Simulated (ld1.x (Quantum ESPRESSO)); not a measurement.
Building the TM semilocal potential for Ag (Z = 47) (LDA (PZ), scalar-relativistic).

ld1.x (Quantum ESPRESSO) 7.5 input, shortened:

```
&input
   title='Ag', zed=47., rel=1, dft='PZ', iswitch=3,
   config='[Kr] 4d10 5s0.75 5p0.25'
 /
 &inputp
   pseudotype=1, tm=.true., lloc=0,
   nlcc=.true., new_core_ps=.true., rcore=1.05
 /
3
5P  2  1   0.25   0.00  3.90  3.90  0.0
4D  3  2  10.00   0.00  1.15  1.15  0.0
5S  1  0   0.75   0.00  2.45  2.45  0.0
 &test
   configts(1)='4d10 5s0.75 5p0.25'
 /
```

Problem. Estimate the cutoffs (Ry, on a coarse ladder) from which the occupation-weighted sum of valence levels, in a spherical-Bessel basis at the reference potential, stays within 10 and 1 mRy of its value at 400 Ry.

Solution. 80 Ry and 100 Ry.

Problem. Which valence shell sets the plane-wave cutoff?

Solution. 4d: its level needs 80 Ry to come within 1 mRy, against 18 Ry for 5s.

Problem. Tests: 4d10 5s1 5p0; 4d10 5s0 5p0; 4d9 5s0 5p0; 4d10 5s0.5 5p0; 4d9 5s1 5p0; 4d8 5s0 5p0; 4d7 5s0 5p0. Which has the largest error in its energy relative to the reference configuration, and how large is it?

Solution. 4d7 5s0 5p0, with -835 meV (all-electron minus pseudo) on +117.87 eV.
